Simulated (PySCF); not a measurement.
## Scalar relativity in P²⁺ (phosphorus, charge +2)

[Ne] 3s2 3p1, 2P determinant; PBE calculated with PySCF 2.14 in dyall-acv3z, once non-relativistic with a point nucleus and once with spin-free X2C-1e and a Gaussian nucleus.

```json
{"shell": "1s α", "ε non-rel. (eV)": "-2102.0", "rms r non-rel. (bohr, spins averaged)": "0.1206"}
{"shell": "1s β", "ε non-rel. (eV)": "-2101.9", "rms r non-rel. (bohr, spins averaged)": "0.1206"}
{"shell": "2s α", "ε non-rel. (eV)": "-196.58", "rms r non-rel. (bohr, spins averaged)": "0.5688"}
{"shell": "2s β", "ε non-rel. (eV)": "-196.44", "rms r non-rel. (bohr, spins averaged)": "0.5688"}
{"shell": "2p α", "ε non-rel. (eV)": "-148.12", "rms r non-rel. (bohr, spins averaged)": "0.5429"}
{"shell": "2p β", "ε non-rel. (eV)": "-147.92", "rms r non-rel. (bohr, spins averaged)": "0.5429"}
{"shell": "3s α", "ε non-rel. (eV)": "-34.248", "rms r non-rel. (bohr, spins averaged)": "1.871"}
{"shell": "3s β", "ε non-rel. (eV)": "-33.104", "rms r non-rel. (bohr, spins averaged)": "1.871"}
{"shell": "3p α", "ε non-rel. (eV)": "-24.957", "rms r non-rel. (bohr, spins averaged)": "2.114"}
```

Question: How does scalar relativity move these shells?

Answer: 1s α: ε -2107.5 eV, radius -0.45 %; 1s β: ε -2107.3 eV, radius -0.45 %; 2s α: ε -197.46 eV, radius -0.36 %; 2s β: ε -197.32 eV, radius -0.36 %; 2p α: ε -148.07 eV, radius -0.09 %; 2p β: ε -147.87 eV, radius -0.09 %; 3s α: ε -34.337 eV, radius -0.24 %; 3s β: ε -33.192 eV, radius -0.24 %; 3p α: ε -24.945 eV, radius -0.01 %.

The total energy goes from -340.0027 to -340.8306 hartree.

Ionisation energy, P²⁺ [Ne] 3s2 3p1 (2P) → P³⁺ [Ne] 3s2 (1S) (eV):

```json
{"method": "UHF", "non-relativistic": "29.589", "spin-free X2C": "29.579", "shift": "-0.010"}
{"method": "LDA", "non-relativistic": "30.207", "spin-free X2C": "30.196", "shift": "-0.011"}
{"method": "PBE", "non-relativistic": "30.244", "spin-free X2C": "30.233", "shift": "-0.011"}
{"method": "PBE0", "non-relativistic": "30.265", "spin-free X2C": "30.255", "shift": "-0.010"}
{"method": "r2SCAN", "non-relativistic": "30.372", "spin-free X2C": "30.362", "shift": "-0.010"}
{"method": "M06-2X", "non-relativistic": "30.005", "spin-free X2C": "29.994", "shift": "-0.011"}
{"method": "MN15", "non-relativistic": "30.210", "spin-free X2C": "30.195", "shift": "-0.015"}
{"method": "MP2 (valence)", "non-relativistic": "29.893", "spin-free X2C": "29.884", "shift": "-0.009"}
{"method": "SCS-MP2 (valence)", "non-relativistic": "29.883", "spin-free X2C": "29.874", "shift": "-0.009"}
{"method": "MP2 (valence and next inner shell)", "non-relativistic": "29.945", "spin-free X2C": "29.935", "shift": "-0.009"}
{"method": "SCS-MP2 (valence and next inner shell)", "non-relativistic": "29.927", "spin-free X2C": "29.918", "shift": "-0.009"}
{"method": "CCSD (valence)", "non-relativistic": "30.018", "spin-free X2C": "30.009", "shift": "-0.008"}
{"method": "CCSD(T) (valence)", "non-relativistic": "30.048", "spin-free X2C": "30.039", "shift": "-0.009"}
```

Relativity contracts and stabilises s shells directly. The contracted s shells screen the nucleus better, so for spin-averaged p shells the direct and indirect effects partly cancel.
